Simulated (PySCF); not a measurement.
Electron correlation in Pb⁺ (lead, charge +1)

[Xe] 4f14 5d10 6s2 6p1, 2P determinant. Computed with PySCF 2.14 in x2c-TZVPPall with one added diffuse shell each of s, p, d, f type (12s8p7d4f, 99 functions), with scalar relativity by spin-free X2C-1e. Frozen: [Kr] 4d10 4f14; 21 electrons correlated.

```
  level  correlation energy (mhartree)
   CCSD                        -445.78
    (T)                          -9.06
CCSD(T)                        -454.84
```

Diagnostics: T1 = 0.0087, D1 = 0.0366, largest double amplitude 0.054.

Question: Is a single reference adequate?

Answer: Yes, within this model without spin-orbit coupling: T1 lies below 0.03 and no double amplitude reaches 0.07.

This basis was not built for core-valence correlation, so the inner-shell part is incomplete.
